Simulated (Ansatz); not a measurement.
Geometry optimisation, Ansatz 0.2.0, DFT PBE, scalar-relativistic, plane waves, PAW.

Input file:

```yaml
crystal:
  lattice:
    - [0.0, 5.43, 5.43]
    - [5.43, 0.0, 5.43]
    - [5.43, 5.43, 0.0]
  atoms:
    - { symbol: Si, position: [0.0, 0.0, 0.0] }
    - { symbol: Si, position: [0.125, 0.125, 0.125] }
    - { symbol: Si, position: [0.0, 0.0, 0.5] }
    - { symbol: Si, position: [0.125, 0.125, 0.625] }
    - { symbol: Si, position: [0.0, 0.5, 0.0] }
    - { symbol: Si, position: [0.125, 0.625, 0.125] }
    - { symbol: Si, position: [0.0, 0.5, 0.5] }
    - { symbol: Si, position: [0.125, 0.625, 0.625] }
    - { symbol: Si, position: [0.5, 0.0, 0.0] }
    - { symbol: Si, position: [0.625, 0.125, 0.125] }
    - { symbol: Si, position: [0.5, 0.0, 0.5] }
    - { symbol: Si, position: [0.625, 0.125, 0.625] }
    - { symbol: Si, position: [0.5, 0.5, 0.0] }
    - { symbol: Si, position: [0.625, 0.625, 0.125] }
    - { symbol: Si, position: [0.5, 0.5, 0.5] }
    - { symbol: Si, position: [0.625, 0.625, 0.625] }
    - { symbol: B, position: [0.884919, 0.3676759, 0.8715578], spin: 1.0 }
magnetization:
  spin_polarized: true
basis:
  ecutwfc: 420.0
kpoints:
  mp_grid: { grid: [2, 2, 2] }
hamiltonian:
  xc: pbe
  pseudopotentials: { kind: paw, azcp: { folder: soft_1 } }
scf:
  occupations: { method: fermi_dirac, width: 0.05 }
  lower_state_search: "off"
relax:
  f_tol: 0.08
  max_steps: 25
  adjacent_minimum: "off"
```

Command:

```bash
$ ansatz run input.yaml --threads 1 --pin off --max-ram 3072MiB --backend cpu --events-out ev --progress --plain --runs-dir out
```

Q: Where does it end, and by what steps?

A: The forces met the threshold. The threshold is loose, so the end isn't yet a minimum. The force dipped under the threshold on the way, but the program's further checks kept it going. Limits of this set-up: coarse k mesh. After 12 steps the energy has fallen by 0.138 eV; B17 moved furthest, 0.43 Å.

| step | energy less start (eV) | largest force component (eV/Å) | accepted |
| --- | --- | --- | --- |
| 0 | 0.0000 | 0.351 | yes |
| 1 | -0.0557 | 0.157 | yes |
| 2 | -0.0721 | 0.030 | yes |
| 3 | -0.0728 | 0.036 | yes |
| 4 | -0.0746 | 0.052 | yes |
| 5 | -0.0790 | 0.088 | yes |
| 6 | -0.1052 | 0.137 | yes |
| 7 | -0.1252 | 0.114 | yes |
| 8 | -0.1335 | 0.063 | yes |
| 9 | -0.1335 | 0.063 | yes |
| 10 | -0.1354 | 0.028 | yes |
| 11 | -0.1362 | 0.022 | yes |
| 12 | -0.1379 | 0.043 | yes |

```xyz
17
Lattice="0.0000 5.4300 5.4300 5.4300 0.0000 5.4300 5.4300 5.4300 0.0000" Properties=species:S:1:pos:R:3
Si 0.051 0.001 -0.053
Si 1.362 1.377 1.349
Si 2.777 2.704 0.021
Si 4.106 4.097 1.377
Si 2.652 -0.094 2.648
Si 4.018 1.339 4.008
Si 5.516 2.709 2.707
Si 6.809 4.052 4.137
Si 0.011 2.715 2.704
Si 1.392 4.055 4.034
Si 2.752 5.441 2.725
Si 4.123 6.778 4.081
Si 2.713 2.709 5.419
Si 4.086 4.040 6.765
Si 5.448 5.413 5.453
Si 6.828 6.759 6.774
B 6.384 9.742 6.952
```

Whether the end is a true minimum wasn't checked by a vibrational analysis.

Time of the run: 2.4 min on 1 thread of AMD EPYC 7R43 64-Core Processor (Zen 3), on a shared host, peak memory 0.71 GiB.
